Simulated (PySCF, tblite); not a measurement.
Compound: C₅H₁₀F₃OP.
Atom-mapped SMILES: `[CH3:1][CH2:2][P@@:3]([CH3:4])(=[O:5])[CH2:6][C:7]([F:8])([F:9])[F:10]` (hydrogens: H11, H12, H13 on C1; H14, H15 on C2; H16, H17, H18 on C4; H19, H20 on C6)

Geometry (GFN2-xTB, Å), atoms numbered from 1 in this order:
```xyz
20
C5H10F3OP angstrom
C      2.482   -0.448    0.558
C      0.995   -0.769    0.553
P      0.200    0.170   -0.814
C      0.114    1.930   -0.323
O      0.823   -0.036   -2.124
C     -1.574   -0.406   -0.881
C     -2.227   -0.644    0.450
F     -2.034    0.366    1.315
F     -3.558   -0.794    0.345
F     -1.773   -1.750    1.059
H      2.886   -0.577   -0.444
H      2.656    0.581    0.868
H      3.015   -1.107    1.240
H      0.534   -0.537    1.512
H      0.840   -1.829    0.336
H     -0.424    2.464   -1.104
H      1.136    2.305   -0.298
H     -0.363    2.085    0.638
H     -1.586   -1.336   -1.454
H     -2.146    0.343   -1.433
```

Level of theory: PBE0/pcSseg-1 in PySCF (dipole) on a GFN2-xTB geometry, gas phase.

Masses are those of the commonest isotopes; rigid-rotor values at the optimised geometry. The values belong to one conformer with, in the numbering `[CH3:1][CH2:2][P@@:3]([CH3:4])(=[O:5])[CH2:6][C:7]([F:8])([F:9])[F:10]`, C1–C2–P3–C4 -73°, C2–P3–C6–C7 39°.

Give the principal moments of inertia and the rotational constants in MHz.

Ia = 281.54, Ib = 681.22, Ic = 742.36 u·Å²; 505379 MHz·u·Å²/I gives A = 1795, B = 741.9, C = 680.8 MHz.

What kind of rotor is it?

An asymmetric top. Ray's parameter κ = (2B − A − C)/(A − C) = -0.890; −1 is the prolate and +1 the oblate limit.

Is it planar, by Δ = Ic − Ia − Ib?

Not planar: Δ = Ic − Ia − Ib = -220.39 u·Å². For a rigid frame Δ = −2 Σ m c², so Σ m c² = 110.20 u·Å² lies off the ab plane: 17.30 from hydrogen and 92.90 from heavier atoms. The atom farthest from that plane is 2.23 Å away.

Give the other two planar moments, Paa and Pbb, and the rms extents of the mass along the axes.

Paa = Σ m a² = (Ib + Ic − Ia)/2 = 571.02 and Pbb = Σ m b² = (Ia + Ic − Ib)/2 = 171.34 u·Å². With the mass M = 174.04 u, the rms extents √(P/M) along a, b and c are 1.81, 0.99, 0.80 Å.

Which lines would a microwave search look for?

The dipole components are |μa| = 0.40 D, |μb| = 0.72 D, |μc| = 1.94 D. Intensities carry the squares of the components, which stand as 0.04 : 0.14 : 1.00 (a : b : c). Some lines, for components of 0.1 D or more:

```
type  branch         J(Ka,Kc)    MHz  lower level (cm⁻¹)
   a       Q  4(1,3) ← 4(1,4)    611               0.500
   b       Q  2(1,1) ← 2(0,2)   1178               0.142
   b       Q  3(1,2) ← 3(0,3)   1278               0.284
   b       Q  2(2,0) ← 2(1,1)   3162               0.182
   b       Q  2(2,1) ← 2(1,2)   3343               0.175
   b       R  2(1,2) ← 1(0,1)   3837               0.047
   a       R  3(1,2) ← 2(1,1)   4358               0.182
   c       Q  4(3,2) ← 4(2,2)   5389               0.620
   c       Q  3(3,1) ← 3(2,1)   5407               0.430
   a       R  4(2,3) ← 3(2,2)   5689               0.429
   a       R  4(3,1) ← 3(3,0)   5696               0.610
   b       R  2(2,1) ← 1(1,0)   6066               0.085
   c       R  2(2,1) ← 1(1,1)   6127               0.083
   c       R  4(1,3) ← 3(0,3)   7086               0.284
   c       R  3(3,1) ← 2(2,1)   9688               0.287
   c       R  4(4,1) ← 3(3,1)  13277               0.610
```

Estimate the classical rotational partition function at 10 K, 25 K and 200 K.

Point group C1, symmetry number σ = 1; q = (√π/σ)·√((kT/h)³/(ABC)), k/h = 20836.6 MHz/K: 5600 at 10 K, 22100 at 25 K, 501000 at 200 K.

Its GFN2-xTB frequencies are all real (lowest 39 cm⁻¹). Zero-point vibration and centrifugal distortion are left out. A rigid rotor knows nothing of internal rotation, which can split or shift real lines.
